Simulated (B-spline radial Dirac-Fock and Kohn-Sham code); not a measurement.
Photoionisation of iron ions at W Kα (59318.2 eV)

Calculated with an atomic code on a B-spline grid, using the independent-particle Dirac-Slater model, thresholds from Dirac-Fock. Cross sections in kb; a dash marks an empty subshell or a threshold above the photon energy.

```tsv
ion	configuration	total	1s	2p1/2	3p1/2	3p3/2	4s
Fe	[Ar] 3d6 4s2	0.09416	0.0847	0.000317	4.39e-05	7.36e-05	7.82e-05
Fe¹³⁺	[Ne] 3s2 3p1	0.09472	0.0848	0.000325	1.21e-05	2.04e-05	–
Fe¹⁴⁺	[Ne] 3s2	0.09481	0.0848	0.000327	–	–	–
Fe¹⁸⁺	[He] 2s2 2p4	0.09376	0.0850	0.000241	–	–	–
Fe¹⁹⁺	[He] 2s2 2p3	0.09396	0.0851	0.000188	–	–	–
Fe²²⁺	[He] 2s2	0.09460	0.0856	–	–	–	–
```
